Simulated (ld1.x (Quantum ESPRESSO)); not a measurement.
# Ba TM: all-electron and pseudo phase curves

ld1.x (Quantum ESPRESSO) 7.5 input, shortened:

```
&input
   title='Ba', zed=56., rel=1, dft='PZ', iswitch=3,
   config='[Xe] 5d0 6s1.5 6p0'
 /
 &inputp
   pseudotype=2, tm=.true., lloc=0,
   nlcc=.true., new_core_ps=.true.
 /
3
6P  2  1   0.00   0.00  3.60  3.60  0.0
5D  3  2   0.00   0.00  2.24  2.24  0.0
6S  1  0   1.50   0.00  3.24  3.24  0.0
 &test
   configts(1)='5d0 6s1.5 6p0'
 /
```

The phase is arctan(r·u′/u) with u = r·R(r), unwrapped; energies in Ry, scanned from -2 to 5 Ry. A pole is an energy at which the radial function vanishes at the test radius. The pseudo phase is shifted by a multiple of π to meet the all-electron one at the reference energy, and phase errors are pseudo minus all-electron; the curves can meet again beyond the range given. Levels narrower than the energy grid can be missing from the lists of poles.

```csv
channel,radius (bohr),reference energy (Ry),"poles, all-electron","poles, pseudo",unbroken range about the reference energy with phases within 0.05 rad,phase error 1 Ry above the reference energy (rad)
s,3.88,-0.41,0.87,"0.47, 1.94",below 0.2,-0.140
p,3.88,-0.23,"-1.53, 1.65",1.23,-1.2 to 0.0,-0.089
d,3.88,-0.34,"0.04, 3.12","0.05, 4.24",below 0.6,+0.054
```

Note: ghost state, extra bound levels that the all-electron valence spectrum of the same l lacks: p at -152.9 eV. A true bound ghost makes a file unfit for plane-wave use.

Phases in the p channel:

```tsv
E (Ry)	all-electron	pseudo
-2.00	1.315	-1.765
-1.52	-1.586	-1.796
-1.04	-1.816	-1.851
-0.56	-1.958	-1.968
-0.08	-2.434	-2.444
0.40	-4.085	-4.223
0.88	-4.534	-4.617
1.36	-4.665	-4.739
1.84	-4.739	-4.820
2.32	-4.802	-4.908
2.80	-4.884	-5.066
3.28	-5.068	-5.586
3.76	-6.191	-7.071
4.24	-7.497	-7.537
4.72	-7.695	-7.676
```
